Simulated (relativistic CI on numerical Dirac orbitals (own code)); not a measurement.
## Tb32+: sensitivity of the levels to the model

Base calculation: Dirac-Coulomb-Breit CI, separate exchange-only KLI orbitals for each configuration, model QED, unscaled Slater integrals.

Configuration list (outside the closed core [Ar] 3d10): 4s2.4p3, 4s.4p4, 4s2.4p2.4d, 4p5, 4s.4p3.4d, 4s2.4p2.4f, 4s.4p3.4f, 4p4.4d, 4s.4p2.4d2, 4s2.4p.4d.4f, 4p4.4f, 4s2.4p.4d2, 4s2.4d3, 4s.4p.4d3, 4s2.4d2.4f, 4s.4p.4d2.4f, 4p3.4d2, 4p2.4d3, 4p2.4d2.4f. Double excitations out of closed p, d and f shells are left out; levels of such configurations are missing from the list, as are those of other unlisted configurations, and high levels can miss mixing partners.

Variants: (1) P86 correlation estimate. Shifts of the energy above 4s2.4p3 2P°_3/2, in cm⁻¹, for the lowest level and the first level of each name with at least 55 % of one term (blank where a level changes its place among those of its configuration and J or its character, or is not in the variant):

```
            Level     Base   Δ(1)
  4s2.4p3 2P°_3/2        0      0
  4s2.4p3 2D°_5/2   374126    +16
  4s2.4p3 2P°_1/2   422098     +8
    4s.4p4 4P_5/2   931042   +663
4s2.4p2.4d 4D_1/2  1313855  +1157
4s2.4p2.4d 2P_1/2  1598674  +1129
```

At this charge energies of transitions that change n are usually good to better than 1 %, and those within a shell (Δn = 0) to a few per cent.

Ionisation energy from the two ground configurations alone: base 1300.89 eV; P86 correlation estimate 1302.54 eV. The NIST ASD value (theoretical) is 1301 eV.

LS names give the leading component of a level, which can be under half, so a name can repeat, a term be missing and a line seem to break the LS rules.
